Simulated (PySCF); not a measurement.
PySCF input (PW6B95/def2-TZVPD):

```python
from pyscf import gto, scf, dft

mol = gto.M(
    atom='''
    Si   -0.69467786    0.70320568    1.12848620
    Br    0.68014446   -0.68320349   -0.44602368
    F    -1.56439622    1.56302694   -0.02088642
    ''',
    basis='def2-tzvpd',
    charge=-1,
    spin=1,
    verbose=4,
)

mf = dft.UKS(mol, xc='pw6b95').density_fit(auxbasis='def2-universal-jkfit')
mf.grids.level = 3
mf.conv_tol = 1e-9
mf.max_cycle = 100
mf.max_memory = 1500
mf.kernel()
if not mf.converged:
    mf = mf.newton()
    mf.kernel(mf.make_rdm1())
for _ in range(2):
    mo, _, stable, _ = mf.stability(return_status=True)
    if stable:
        break
    mf.kernel(mf.make_rdm1(mo, mf.mo_occ))
mf.analyze()
```

End of the output:

```
Extra cycle  E= -2965.15343429139  delta_E= -4.5e-11  |g|= 4.14e-06  |ddm|= 1.82e-05
converged SCF energy = -2965.15343429139  <S^2> = 0.75491262  2S+1 = 2.0049066
uhf_internal: lowest eigs of H = [0.11527547 0.15024398 0.16513827]
<class 'pyscf.df.df_jk.DFUKS'> wavefunction is stable in the internal stability analysis
**** SCF Summaries ****
Total Energy =                       -2965.153434291391022
Nuclear Repulsion Energy =             195.134641314603698
One-electron Energy =                -4525.821096595062954
Two-electron Energy =                 1365.533020989068063
Two-electron Coulomb Energy =         1489.989225755731013
DFT Exchange-Correlation Energy =     -124.456204766663006
HOMO-LUMO gap [eV] =                     2.820064197437793
**** MO energy ****
                             alpha | beta                alpha | beta
MO #1   energy= -483.544835891803  | -483.544739286361  occ= 1 | 1
MO #2   energy= -66.2739162542202  | -66.2709205673138  occ= 1 | 1
MO #3   energy= -62.5660821227101  | -62.5660161582841  occ= 1 | 1
MO #4   energy= -56.3374900064815  | -56.3374940457021  occ= 1 | 1
MO #5   energy= -56.3364386155453  | -56.3363288473925  occ= 1 | 1
MO #6   energy= -56.3363564164268  | -56.3361290129009  occ= 1 | 1
MO #7   energy= -24.6640825247298  | -24.6621006722957  occ= 1 | 1
MO #8   energy= -8.59182791660974  | -8.59167607954087  occ= 1 | 1
MO #9   energy= -6.39661332244001  | -6.39663940915701  occ= 1 | 1
MO #10  energy= -6.39302756343893  | -6.39291584988145  occ= 1 | 1
MO #11  energy= -6.39295668014952  | -6.39246627832085  occ= 1 | 1
MO #12  energy= -5.19139026616078  | -5.1885325627328   occ= 1 | 1
MO #13  energy= -3.52575958772477  | -3.52398823437591  occ= 1 | 1
MO #14  energy= -3.52573192608629  | -3.52158973901855  occ= 1 | 1
MO #15  energy= -3.52306275968387  | -3.51520210409493  occ= 1 | 1
MO #16  energy= -2.47886198791844  | -2.47881833835872  occ= 1 | 1
MO #17  energy= -2.4777664345637   | -2.47778363168001  occ= 1 | 1
MO #18  energy= -2.47775137753341  | -2.47747293178166  occ= 1 | 1
MO #19  energy= -2.47468988061322  | -2.47442199822235  occ= 1 | 1
MO #20  energy= -2.47468391195464  | -2.47442027153117  occ= 1 | 1
MO #21  energy= -1.01699092667001  | -1.01278227512811  occ= 1 | 1
MO #22  energy= -0.575716620247398 | -0.574010282715996 occ= 1 | 1
MO #23  energy= -0.354019513067293 | -0.345490960532381 occ= 1 | 1
MO #24  energy= -0.268902635896165 | -0.263831479684141 occ= 1 | 1
MO #25  energy= -0.265791523347146 | -0.255370213889039 occ= 1 | 1
MO #26  energy= -0.208724881274578 | -0.195851702786001 occ= 1 | 1
MO #27  energy= -0.121911853575548 | -0.115940901485811 occ= 1 | 1
MO #28  energy= -0.116737841276995 | -0.115732805529759 occ= 1 | 1
MO #29  energy= -0.0947865015509548 | -0.079870050034667 occ= 1 | 1
MO #30  energy= 0.0238654441533939 | 0.127500892761748  occ= 1 | 0
MO #31  energy= 0.12854180421497   | 0.129877178865343  occ= 0 | 0
MO #32  energy= 0.14492504950402   | 0.14826528312824   occ= 0 | 0
MO #33  energy= 0.15153844354026   | 0.153596559164907  occ= 0 | 0
MO #34  energy= 0.157477989929519  | 0.163704247084451  occ= 0 | 0
MO #35  energy= 0.176353134708123  | 0.179475200774838  occ= 0 | 0
MO #36  energy= 0.189090396090399  | 0.194087621319422  occ= 0 | 0
MO #37  energy= 0.219259845322007  | 0.223614854978787  occ= 0 | 0
MO #38  energy= 0.22840145512169   | 0.232975190545885  occ= 0 | 0
MO #39  energy= 0.243828038357994  | 0.248634499093324  occ= 0 | 0
MO #40  energy= 0.252782794395019  | 0.257863157073909  occ= 0 | 0
MO #41  energy= 0.278902367591978  | 0.281209327283616  occ= 0 | 0
MO #42  energy= 0.28611908102608   | 0.288852796846213  occ= 0 | 0
MO #43  energy= 0.286861291596531  | 0.291871250038021  occ= 0 | 0
MO #44  energy= 0.308099620689355  | 0.310018083531142  occ= 0 | 0
MO #45  energy= 0.311403168191458  | 0.312586430579961  occ= 0 | 0
MO #46  energy= 0.324303423825703  | 0.325631926833119  occ= 0 | 0
MO #47  energy= 0.335683935591688  | 0.339071829136568  occ= 0 | 0
MO #48  energy= 0.348795887495224  | 0.35349636510963   occ= 0 | 0
MO #49  energy= 0.353498315652119  | 0.354913865399169  occ= 0 | 0
MO #50  energy= 0.363975913988088  | 0.365009788067164  occ= 0 | 0
MO #51  energy= 0.444088642978303  | 0.450754286379467  occ= 0 | 0
MO #52  energy= 0.448328647439499  | 0.4631776300028    occ= 0 | 0
MO #53  energy= 0.465216646245265  | 0.469874674160063  occ= 0 | 0
MO #54  energy= 0.484193778811622  | 0.495795260758241  occ= 0 | 0
MO #55  energy= 0.493413014436691  | 0.511817895542156  occ= 0 | 0
MO #56  energy= 0.518752956254699  | 0.527932864749054  occ= 0 | 0
MO #57  energy= 0.527447007782503  | 0.542698981393516  occ= 0 | 0
MO #58  energy= 0.532911260824326  | 0.552203649670995  occ= 0 | 0
MO #59  energy= 0.585773798207081  | 0.587627729024694  occ= 0 | 0
MO #60  energy= 0.586221482384608  | 0.590017810073085  occ= 0 | 0
MO #61  energy= 0.613620646061177  | 0.621642721174035  occ= 0 | 0
MO #62  energy= 0.655968528048232  | 0.659391556655129  occ= 0 | 0
MO #63  energy= 0.658253982124382  | 0.660770530252524  occ= 0 | 0
MO #64  energy= 0.679671227033717  | 0.682543271318567  occ= 0 | 0
MO #65  energy= 0.6831333621495    | 0.688696163013557  occ= 0 | 0
MO #66  energy= 0.694585044129451  | 0.702846278568568  occ= 0 | 0
MO #67  energy= 0.711697726806462  | 0.717602269362791  occ= 0 | 0
MO #68  energy= 0.723248431588967  | 0.730237053114014  occ= 0 | 0
MO #69  energy= 0.78805474859076   | 0.791409117254384  occ= 0 | 0
MO #70  energy= 0.805303056928967  | 0.808170299784298  occ= 0 | 0
MO #71  energy= 0.807522263582716  | 0.80923309845252   occ= 0 | 0
MO #72  energy= 0.828203690914559  | 0.829018371044772  occ= 0 | 0
MO #73  energy= 0.866739238928169  | 0.870131168483352  occ= 0 | 0
MO #74  energy= 1.01475811560555   | 1.02734676677643   occ= 0 | 0
MO #75  energy= 1.0442310447154    | 1.05122729633772   occ= 0 | 0
MO #76  energy= 1.13725134679036   | 1.14464418369198   occ= 0 | 0
MO #77  energy= 1.20811793129868   | 1.21935896629523   occ= 0 | 0
MO #78  energy= 1.21125679990809   | 1.23302151497385   occ= 0 | 0
MO #79  energy= 1.22460767211875   | 1.24572429353133   occ= 0 | 0
MO #80  energy= 1.24794341045412   | 1.25908375346849   occ= 0 | 0
MO #81  energy= 1.25517924552106   | 1.26565641910965   occ= 0 | 0
MO #82  energy= 1.27070565012495   | 1.28876088888675   occ= 0 | 0
MO #83  energy= 1.27840700752561   | 1.29233798203166   occ= 0 | 0
MO #84  energy= 1.30470665365134   | 1.32657106995815   occ= 0 | 0
MO #85  energy= 1.31010539437822   | 1.32719791519406   occ= 0 | 0
MO #86  energy= 1.35505158234006   | 1.36642949466702   occ= 0 | 0
MO #87  energy= 1.38308399782838   | 1.40202398673605   occ= 0 | 0
MO #88  energy= 1.40766373347529   | 1.44115637865024   occ= 0 | 0
MO #89  energy= 1.52657721696291   | 1.52982026163363   occ= 0 | 0
MO #90  energy= 1.56576017226702   | 1.57514544230287   occ= 0 | 0
MO #91  energy= 1.62611702793472   | 1.65097466561814   occ= 0 | 0
MO #92  energy= 1.64963798894874   | 1.65573079533479   occ= 0 | 0
MO #93  energy= 1.70921378724123   | 1.7102398611371    occ= 0 | 0
MO #94  energy= 1.71451303890456   | 1.71557090053088   occ= 0 | 0
MO #95  energy= 1.72070332074879   | 1.72382252289697   occ= 0 | 0
MO #96  energy= 1.7352051070079    | 1.73709364213094   occ= 0 | 0
MO #97  energy= 1.73556150853787   | 1.73723210866925   occ= 0 | 0
MO #98  energy= 1.74940152295954   | 1.7531594272066    occ= 0 | 0
MO #99  energy= 1.76029757942973   | 1.76181765458317   occ= 0 | 0
MO #100 energy= 1.76464332034252   | 1.76817033033235   occ= 0 | 0
MO #101 energy= 1.84075729571379   | 1.84952137243776   occ= 0 | 0
MO #102 energy= 1.87998145386963   | 1.88489518117507   occ= 0 | 0
MO #103 energy= 1.88729175591167   | 1.88929996366308   occ= 0 | 0
MO #104 energy= 1.90405395360323   | 1.90460516906813   occ= 0 | 0
[...]
```
